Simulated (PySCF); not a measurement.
Isomers of C5H11Ga. Computed with TDDFT CAM-B3LYP/def2-SVPD, vertical, gas phase, core orbitals frozen in the response (PySCF 2.14.0, density-fitted response routines). Geometries: PBE0-D3(BJ)/def2-SVP; one conformer of each isolated species. Triplets are in the Tamm–Dancoff approximation. Relativistic effects are left out although some hold elements past zinc.

A. `[GaH2][CH]1CCCC1`
B. `[CH3][GaH][CH]=C(C)C`
C. `C[C@H]1C[CH2][GaH][CH2]1`
D. `[CH3][GaH][CH]1CCC1`

Lowest singlet levels (six at most, fewer where fewer were computed) with oscillator strengths:

1. 4.42 eV (f 0.000); 5.34 eV (f 0.001); 6.37 eV (f 0.020); 6.97 eV (f 0.053); 7.17 eV (f 0.001); 7.31 eV (f 0.034); T1 4.12 eV
2. 4.71 eV (f 0.000); 5.32 eV (f 0.002); 6.52 eV (f 0.040); 6.93 eV (f 0.016); 6.97 eV (f 0.001); 7.17 eV (f 0.035); T1 4.40 eV
3. 4.43 eV (f 0.001); 5.31 eV (f 0.000); 6.75 eV (f 0.001); 7.21 eV (f 0.003); 7.33 eV (f 0.001); 7.36 eV (f 0.119); T1 4.11 eV
4. 4.99 eV (f 0.001); 5.23 eV (f 0.001); 5.34 eV (f 0.294); 6.68 eV (f 0.014); 7.12 eV (f 0.127); 7.18 eV (f 0.006); T1 3.70 eV

**Question.** Match each spectrum to its molecule.

**Answer.** 1 = C, 2 = D, 3 = A, 4 = B.
- A: S1 at 4.43 eV, HOMO→LUMO (98%); Löwdin shares by element: HOMO carbon 50% or more, gallium 22% (atoms not listed hold the other 29%); LUMO gallium 59%, hydrogen 19% or more, carbon 8% or more; HOMO -8.45 and LUMO -0.53 eV.
- B: S1 at 4.99 eV, HOMO-1→LUMO (95%); Löwdin shares by element: HOMO carbon 83% or more (atoms not listed hold the other 17%); LUMO gallium 46%, carbon 35% or more (atoms not listed hold the other 19%); HOMO -8.46 and LUMO -0.35 eV.
- C: S1 at 4.42 eV, HOMO→LUMO (98%); Löwdin shares by element: HOMO carbon 57% or more, gallium 21% (atoms not listed hold the other 22%); LUMO gallium 58%, carbon 17% or more, hydrogen 11% or more; HOMO -8.17 and LUMO -0.18 eV.
- D: S1 at 4.71 eV, HOMO→LUMO (97%); Löwdin shares by element: HOMO carbon 49% or more, gallium 19% (atoms not listed hold the other 32%); LUMO gallium 54%, carbon 18% or more, hydrogen 10% or more (atoms not listed hold the other 18%); HOMO -8.37 and LUMO -0.16 eV.
A and C have S1 within 0.02 eV of each other; their strongest listed levels stand at 7.36 eV (f 0.119) and 6.97 eV (f 0.053).
